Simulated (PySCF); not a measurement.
SMILES OB(CC[SiH3])O (C₂H₉BO₂Si) (GFN2-xTB optimised geometry):

```
15

Si    -1.295     1.810    -1.522
C     -0.285     0.201    -1.441
C     -0.032    -0.278     0.000
B      0.828    -1.642     0.000
O      2.181    -1.642     0.000
O      0.247    -2.863    -0.048
H     -0.576     2.869    -0.809
H     -2.597     1.596    -0.884
H     -1.486     2.195    -2.921
H      0.676     0.339    -1.943
H     -0.799    -0.590    -1.992
H     -0.996    -0.417     0.495
H      0.484     0.516     0.545
H      2.597    -0.783     0.027
H     -0.708    -2.869    -0.055
```

Computed with B3LYP/def2-TZVP in PySCF.

Q: What are the frontier orbital energies and the dipole moment?

A: HOMO-2 -9.35 eV, HOMO-1 -8.93 eV, HOMO -7.72 eV, LUMO -0.12 eV, LUMO+1 0.54 eV; dipole moment 1.87 D.

On the same geometry PBE/def2-TZVP (PySCF) gives HOMO-2 -8.16 eV, HOMO-1 -7.54 eV, HOMO -6.57 eV, LUMO -0.63 eV, LUMO+1 -0.04 eV; dipole moment 1.64 D.

Meta-Löwdin charges at B3LYP/def2-TZVP: Si1 0.52, C2 -0.41, C3 -0.34, B4 0.46, O5 -0.52, O6 -0.52, H7 -0.11, H8 -0.11, H9 -0.11, H10 0.11, H11 0.11, H12 0.10, H13 0.10, H14 0.35, H15 0.35.
